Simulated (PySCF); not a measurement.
## Calculated data, CH$_{5}$BGeO

All values are calculated (PySCF 2.14.0). Calculation on a computer-drawn molecule: the log of a Hartree-Fock and frozen-core CCSD(T) single point meant for a local Hartree-Fock minimum, with one planted fault or none, to be diagnosed. Offsets are logged minus clean, where the clean run is the same molecule without the fault. The reference is restricted for singlets and unrestricted otherwise, and also for a bond in bohr or an excited solution. Adding or removing an electron swaps singlet and doublet. The excited solution moves the top pair (singlet) or top alpha electron (doublet) to the lowest empty orbital. Highest occupied and lowest empty are orbital energies over both spins, largest force is the largest gradient component, triples share is (T) over the correlation energy, the T1 limit is 0.02 restricted and 0.045 unrestricted, electrons count all cores, a negative frequency is imaginary (commonest isotopes), and the dipole is about the centre of nuclear charge; on germanium a core potential holds 10 electrons, which the energies leave out, and 3d is frozen in MP2 and coupled-cluster steps.

### CH$_{5}$BGeO

Logged structure:
```xyz
9
CH5BGeO
B     -0.6463     1.6840     0.6491
Ge    -0.0247    -0.2030     0.8702
C      1.4324    -0.7501    -0.0929
O      2.1710    -0.0633    -0.9499
H     -1.5884     2.1232     1.2398
H     -0.0461     2.3983    -0.1073
H     -0.5700    -1.3199     1.7363
H      1.8094    -1.7649    -0.0080
H      1.8536     0.8266    -1.0350
```

| Item | Value |
| --- | --- |
| meant charge | 0 |
| meant multiplicity | 1 |
| meant basis | cc-pVDZ |
| meant basis and core potential on germanium | cc-pVDZ-PP ECP10MDF |
| logged electrons | 56 |
| logged basis functions | 90 |
| logged SCF converged | yes |
| logged spin squared | 2.0182 |
| logged highest occupied | -6.7383 eV |
| logged lowest empty | 0.085438 eV |
| logged largest force | 0.050607 hartree/bohr |
| logged T1 diagnostic | 0.022183 |
| logged D1 diagnostic | 0.097874 |
| logged triples share | 0.027405 |
| logged CC converged | yes |
| logged dipole magnitude | 1.4001 debye |
| logged SCF stable within its kind | yes |
| logged energy HF | -433.5894 hartree |
| logged energy CCSD(T) | -434.12189 hartree |
| possible faults | no fault, one electron removed, one electron added, multiplicity raised by two, geometry at a saddle point, SCF held on an excited solution, minimal basis STO-3G, one bond length entered in bohr, all coordinates scaled |

Drawn bonds:
```
atom  other atom  order
   1           2      1
   2           3      2
   3           4      1
   1           5      1
   1           6      1
   2           7      1
   3           8      1
   4           9      1
```

To be estimated
1. Which fault was planted in the run of CH$_{5}$BGeO?

## Answers
1. multiplicity raised by two

Further results for CH$_{5}$BGeO:

| Quantity | Value |
| --- | --- |
| HF energy offset from clean run | 12.86 kcal/mol |
| CCSD(T) energy offset from clean run | 34.48 kcal/mol |
